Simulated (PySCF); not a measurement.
Mapped SMILES: `[SiH3:1][O:2][C@H:3]1[CH:4]=[CH:5][O:6][CH2:7][CH2:8]1`; H(Xn) means a hydrogen on atom n. Ha(C7), Ha(C8) are cis to O2 on the ring; Hb(C7), Hb(C8) are trans to O2 on the ring.

[PySCF 2.14.0 with density-fitted response routines: structure optimised with GFN2-xTB; shielding tensors at PBE0/pcSseg-1 (GIAO); no solvent; no relativistic terms; one conformer; one averaged value for each set of equivalent atoms]

References, each an isolated molecule treated in the same way: $^{13}$C (186.93 ppm), $^{1}$H (31.72 ppm), $^{29}$Si (349.16 ppm) against TMS; $^{17}$O (336.08 ppm) vs H2O.

| atoms | nucleus | count | Hirshfeld charge | δ (ppm) |
| --- | --- | --- | --- | --- |
| C8 | $^{13}$C | 1 | -0.08 | 34.0 |
| Hb(C8) | $^{1}$H | 1 | 0.05 | ? |
| H(Si1) | $^{1}$H | 3 | -0.08 | ? |
| C5 | $^{13}$C | 1 | 0.02 | 151.5 |
| Si1 | $^{29}$Si | 1 | 0.38 | -43.6 |
| C4 | $^{13}$C | 1 | -0.10 | 111.5 |
| Ha(C8) | $^{1}$H | 1 | 0.04 | ? |
| Ha(C7) | $^{1}$H | 1 | 0.05 | 4.32 |
| Hb(C7) | $^{1}$H | 1 | 0.04 | 4.03 |
| H(C3) | $^{1}$H | 1 | 0.03 | 4.62 |
| O2 | $^{17}$O | 1 | -0.22 | ? |
| C7 | $^{13}$C | 1 | 0.01 | 66.0 |
| C3 | $^{13}$C | 1 | 0.05 | 68.5 |
| H(C4) | $^{1}$H | 1 | 0.05 | 5.03 |
| H(C5) | $^{1}$H | 1 | 0.06 | ? |
| O6 | $^{17}$O | 1 | -0.12 | 112.6 |

Estimate the values marked ?.

## Answers


- H(C5): 6.45 ppm, hydrogen on an alkene carbon bearing oxygen; olefinic region
- H(Si1): 4.93 ppm, hydrogen on a silicon bonded to O
- Ha(C8): 1.85 ppm, hydrogen on an sp3 CH2 in a ring
- Hb(C8): 1.84 ppm, hydrogen on an sp3 CH2 in a ring
- O2: 38.1 ppm, oxygen bonded to C, Si

Shifts are as computed. Against solution values, carbons near 30 ppm lie about +3 ppm off and those near 130 ppm about +5 ppm. Of 1309 compounds with measured shifts, 239 miss one by over three times the rms of a fit or turn the order of signals round; such compounds aren't used in these exercises. Experimental scales use liquid or dissolved standards, which lie at an offset from isolated H2O (liquid H2O: subtract about 36 ppm).
